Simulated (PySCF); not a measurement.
C₆H₄F₄Si, SMILES Fc1ccc([Si](F)(F)F)cc1 at its GFN2-xTB optimised geometry (Å):

```
15

F     -1.6062    -3.1830    -0.0001
C     -0.9525    -2.0076     0.0000
C     -1.6827    -0.8321     0.0020
C     -1.0033     0.3707     0.0019
C      0.3929     0.4120     0.0003
Si     1.2980     2.0420    -0.0104
F      2.7604     1.9530     0.5978
F      1.5119     2.6819    -1.4480
F      0.5623     3.1830     0.8107
C      1.0945    -0.7958     0.0000
C      0.4311    -2.0076     0.0000
H     -2.7604    -0.8701     0.0040
H     -1.5638     1.2931     0.0067
H      2.1738    -0.7850     0.0031
H      0.9676    -2.9431     0.0005
```

Level of theory: PBE/def2-TZVP run with PySCF. Cells within 0.4 Å of a nucleus heavier than hydrogen are left out (blank, or x).

Map of the log10 of the electron density (e/bohr³), floored at −4 on the plane z = 0.0 Å:

```
|0000000000000000000000000000000|
|0000000000000000000000000000000|
|0000000000000001221100000000000|
|0000000000000123333221000000000|
|0000000000000234555432100000000|
|0000000000001346776543321000000|
|0000000000002356777654443210000|
|0000000000112356787766655320000|
|0000000012233356778877776531000|
|000000012344444568xx88987542000|
|000000023566655678xx88997642000|
|0000000246887666788877887531000|
|0000001246898878888766665421000|
|000000134689x989x98755544310000|
|000001345679xx9xxx8755432100000|
|000013456789x988998766542100000|
|0000245788999877899888653100000|
|0001246899xx87678xxx99753100000|
|0001246899xx876789x988753100000|
|0000245677899888999876542100000|
|000012455679xx99xx8765431000000|
|000001245678xx99xx8753210000000|
|0000002457999888998753100000000|
|0000002469xx9767899753100000000|
|0000002469xx9755677643100000000|
|0000002468998644555432000000000|
|0000001246776533333321000000000|
|0000000124454321122100000000000|
|0000000012222210000000000000000|
|0000000000000000000000000000000|
|0000000000000000000000000000000|
```
Scale: ten equal steps from -4.00 (start of '0') to -0.298 (end of '9'), in the order '0123456789'; x runs from -5.50 to 5.50, y from -5.50 (bottom) to 5.50 (top).
